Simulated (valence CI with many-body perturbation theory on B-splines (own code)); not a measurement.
**Forbidden lines of Fe IV**

Level of theory: configuration interaction combined with many-body perturbation theory (CI+MBPT): five valence electrons over a frozen Dirac-Fock core [Ar], radial functions for each j: 7 s, 7 p, 8 d, 6 f, 4 g, 1 h, with the one-electron correlation potential Σ1, the two-electron term Σ2, the three-electron term Σ3, Breit, model QED; selected CI, second order for the rest, scaled by the run's own slope (own B-spline code, finite nucleus).

Set against measurement, 32 paired levels are off by 2321 cm⁻¹ on average, the worst by 6905. These come from a selection out of Corliss and Sugar, J. Phys. Chem. Ref. Data 11, 135 (1982). Levels without a partner in it may be off by more, other configurations by 1,000 to 8,000 cm⁻¹. Among the levels kept, up to 1600 cm⁻¹ of a level comes from second order outside the variational space, and about a tenth of that is noise between levels of different J, which matters for small intervals. Only levels of the ground parity were solved; by the run's estimate the other parity begins above the list, which can be wrong where configurations are misplaced.

Lines 1 to 50 of 100 in falling wavelength, among levels below 137412 cm⁻¹, chosen from the decays that carry over 1 % of a level's rate. Wavelengths and rates use the calculated energies, so an error of 2000 cm⁻¹ moves a line at 788.8 nm by 16 % and its rate by three times that or more. Electric multipoles are in the length gauge, E1 and E2 with the static RPA response of the core. S is in atomic units (e²a₀⁴ for E2 and M2, e²a₀⁶ for E3), for M1 in squared Bohr magnetons. Weak lines are less certain than strong ones. Lines between different terms over intervals too small for the method are left out, as are lines whose strength nearly cancels and 19 of this kind that miss the measured wavelength by over 7 %. Where a level lies close to another of its J and parity, the split of strength between their lines is uncertain.

Names give the largest LS component (configuration and term), which can be under half, so a name can repeat, a term be missing and a line seem to break the LS rules; names also repeat where a configuration has a term twice. Letters in brackets count levels of one name in rising energy.

```
λ vac (nm)  λ from measured levels           Upper           Lower  Type   A (s⁻¹)  S (a.u.)
 2.109e+06                              3d⁵ ⁴G_7/2      3d⁵ ⁴G_5/2    M1  4.63e-09  1.29e+01
 9.738e+05                              3d⁵ ⁴G_7/2      3d⁵ ⁴G_9/2    M1  6.27e-08  1.72e+01
 2.424e+05                              3d⁵ ⁴G_9/2     3d⁵ ⁴G_11/2    M1  2.49e-06  1.31e+01
 1.300e+05               1.364e+05      3d⁵ ⁴P_1/2      3d⁵ ⁴P_3/2    M1  2.07e-05  3.37e+00
      4299                              3d⁵ ⁴F_3/2  3d⁵ ²D_3/2 [a]    M1  1.13e-02  1.34e-01
      3442                              3d⁵ ⁴F_5/2  3d⁵ ²D_5/2 [a]    M1  5.33e-02  4.84e-01
      3284                              3d⁵ ⁴D_3/2      3d⁵ ⁴P_1/2    M1  1.47e-03  7.74e-03
      3203                              3d⁵ ⁴D_3/2      3d⁵ ⁴P_3/2    M1  3.50e-02  1.70e-01
      3201                              3d⁵ ⁴D_5/2      3d⁵ ⁴P_3/2    M1  3.09e-03  2.25e-02
      3124                              3d⁵ ⁴D_3/2      3d⁵ ⁴P_5/2    M1  1.67e-02  7.54e-02
      3123                              3d⁵ ⁴D_5/2      3d⁵ ⁴P_5/2    M1  2.01e-02  1.36e-01
      2436                          3d⁵ ²G_7/2 [a]      3d⁵ ⁴F_5/2    M1  4.64e-03  1.99e-02
      1427                              3d⁵ ⁴D_7/2      3d⁵ ⁴G_7/2    M1  1.02e-03  8.77e-04
      1425                              3d⁵ ⁴D_7/2      3d⁵ ⁴G_9/2    M1  8.41e-04  7.22e-04
      1034                              3d⁵ ²H_9/2     3d⁵ ²I_11/2    M1  8.19e-02  3.36e-02
      1007                             3d⁵ ²H_11/2     3d⁵ ²I_13/2    M1  9.95e-02  4.52e-02
      1006                             3d⁵ ²H_11/2     3d⁵ ²I_11/2    M1  1.86e-01  8.42e-02
     873.2                          3d⁵ ²G_9/2 [a]     3d⁵ ²I_11/2    M1  1.83e-02  4.51e-03
     799.6                          3d⁵ ²F_7/2 [a]      3d⁵ ⁴D_5/2    M1  3.47e-02  5.26e-03
     788.8                   792.7  3d⁵ ²F_7/2 [a]      3d⁵ ⁴D_7/2    M1  8.07e-02  1.17e-02
     739.2                              3d⁵ ⁴F_7/2      3d⁵ ⁴D_5/2    E2  8.84e-03  1.39e+00
     739.1                              3d⁵ ⁴F_7/2      3d⁵ ⁴D_3/2    E2  8.34e-03  1.31e+00
     734.0                   722.5      3d⁵ ⁴F_9/2      3d⁵ ⁴D_7/2    M1  1.26e-01  1.85e-02
     734.0                   722.5      3d⁵ ⁴F_9/2      3d⁵ ⁴D_7/2    E2  2.25e-02  4.27e+00
     731.1                              3d⁵ ⁴F_3/2      3d⁵ ⁴D_5/2    M1  3.62e-02  2.10e-03
     731.0                              3d⁵ ⁴F_3/2      3d⁵ ⁴D_3/2    M1  1.49e-01  8.63e-03
     731.0                              3d⁵ ⁴F_3/2      3d⁵ ⁴D_3/2    E2  1.52e-02  1.13e+00
     730.0                   718.6      3d⁵ ⁴F_7/2      3d⁵ ⁴D_7/2    M1  1.04e-01  1.20e-02
     730.0                   718.6      3d⁵ ⁴F_7/2      3d⁵ ⁴D_7/2    E2  1.03e-02  1.53e+00
     728.1                              3d⁵ ⁴F_5/2      3d⁵ ⁴D_5/2    M1  1.89e-01  1.62e-02
     728.0                              3d⁵ ⁴F_3/2      3d⁵ ⁴D_1/2    M1  8.97e-02  5.13e-03
     728.0                              3d⁵ ⁴F_5/2      3d⁵ ⁴D_3/2    M1  3.31e-02  2.85e-03
     722.0                             3d⁵ ²I_11/2      3d⁵ ⁴G_9/2    M1  1.40e-03  2.34e-04
     719.8                             3d⁵ ²I_11/2     3d⁵ ⁴G_11/2    M1  4.60e-03  7.63e-04
     719.5                             3d⁵ ²I_13/2     3d⁵ ⁴G_11/2    M1  1.87e-04  3.61e-05
     719.5                             3d⁵ ²I_13/2     3d⁵ ⁴G_11/2    E2  5.73e-06  1.38e-03
     719.1                              3d⁵ ⁴F_5/2      3d⁵ ⁴D_7/2    M1  2.69e-02  2.23e-03
     716.7                   703.8  3d⁵ ²D_5/2 [a]      3d⁵ ⁴P_3/2    M1  9.51e-02  7.79e-03
     712.7                   699.9  3d⁵ ²D_5/2 [a]      3d⁵ ⁴P_5/2    M1  5.00e-01  4.03e-02
     694.5                   682.8  3d⁵ ²D_3/2 [a]      3d⁵ ⁴P_1/2    M1  6.11e-02  3.04e-03
     690.8                   679.4  3d⁵ ²D_3/2 [a]      3d⁵ ⁴P_3/2    M1  2.38e-01  1.17e-02
     687.1                   675.8  3d⁵ ²D_3/2 [a]      3d⁵ ⁴P_5/2    M1  6.55e-02  3.15e-03
     611.6                   594.1  3d⁵ ²F_5/2 [a]      3d⁵ ⁴P_3/2    M1  1.03e-02  5.26e-04
     608.6                   591.3  3d⁵ ²F_5/2 [a]      3d⁵ ⁴P_5/2    M1  7.27e-02  3.64e-03
     590.4                              3d⁵ ⁴F_5/2      3d⁵ ⁴P_5/2    M1  3.27e-02  1.50e-03
     560.6                          3d⁵ ²G_7/2 [a]      3d⁵ ⁴D_5/2    M1  1.06e-03  5.53e-05
     555.3                          3d⁵ ²D_5/2 [a]      3d⁵ ⁴G_7/2    M1  1.53e-01  5.83e-03
     555.1                          3d⁵ ²D_5/2 [a]      3d⁵ ⁴G_5/2    M1  1.59e-01  6.05e-03
     546.9                   527.9  3d⁵ ²G_9/2 [a]      3d⁵ ⁴D_7/2    M1  5.02e-03  3.05e-04
     539.5                          3d⁵ ²D_3/2 [a]      3d⁵ ⁴G_5/2    M1  1.43e-02  3.33e-04
```
